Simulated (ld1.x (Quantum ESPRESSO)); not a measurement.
## oxygen (O): one change to a PAW potential, before and after

| Item | Value |
| --- | --- |
| Element | O |
| Generator | ld1.x (Quantum ESPRESSO) 7.5 |
| Type | PAW |
| Functional | PBE |
| Relativity | scalar-relativistic |
| Frozen core | [He] |
| Valence charge | 6 |
| Reference configuration | 2s1.75 2p4.25 |
| Partial waves | 2s (bound): rcut 0.65, rcutus 0.70 bohr; 2s channel at -0.95 Ry: rcut 0.65, rcutus 0.70 bohr; 2p (bound): rcut 0.85, rcutus 1.15 bohr; 2p channel at -0.2 Ry: rcut 0.85, rcutus 1.15 bohr |
| Local potential | all-electron potential smoothed inside 0.85 bohr (lloc = -1) |
| Core correction | a·sin(br)/r model core, default radius (core density twice the valence density) |
| Augmentation charge | BESSEL, radius 0.60 bohr |

Change: waves 2p (bound): rcut 0.85, rcutus 0.92 bohr; 2p channel at -0.2 Ry: rcut 0.85, rcutus 0.92 bohr.

Cutoffs: the cutoffs (Ry, on a coarse ladder) from which the occupation-weighted sum of valence levels, in a spherical-Bessel basis at the reference potential, stays within 10 and 1 mRy of its value at 400 Ry; they do not see the model core or the augmentation charge, which bear on the density cutoff. Errors are all-electron minus pseudo energies relative to the spin-unpolarised reference configuration.

Problem. What does the change do?

Solution. The potential gets harder (70 Ry and 100 Ry → 80 Ry and 140 Ry); of the 7 tests that both files solve, the error grows in 1 and shrinks in 3 by more than 15 % and 0.3 meV (median size 0.6 → 0.4 meV); neither file shows a bound ghost. A smaller radius makes the pseudo-wave follow the all-electron one further in, where it bends more sharply, so more plane waves are needed.

```tsv
quantity	base	changed
cutoff, loose	70 Ry	80 Ry
cutoff, tight	100 Ry	140 Ry
loose cutoff by channel (10 mRy a level)	s 55 Ry, p 45 Ry	s 55 Ry, p 70 Ry
bound ghosts	none	none
error for 2s2 2p4, meV [ΔE -3.73 eV]	+0.3	+0.1
error for 2s2 2p3, meV [ΔE 12.70 eV]	-0.6	-0.4
error for 2s2 2p2, meV [ΔE 46.28 eV]	-6.4	-0.3
error for 2s2 2p0, meV [ΔE 177.06 eV]	-20	-12
error for 2s2 2p4.3, meV [ΔE -5.86 eV]	+0.4	+0.3
error for 2s1 2p4, meV [ΔE 27.93 eV]	+0.4	-1.0
error for 2s2 2p1, meV [ΔE 100.15 eV]	-21	-1.9
lowest overlap eigenvalue by channel	s 0.59, p 0.95	s 0.59, p 0.97
```
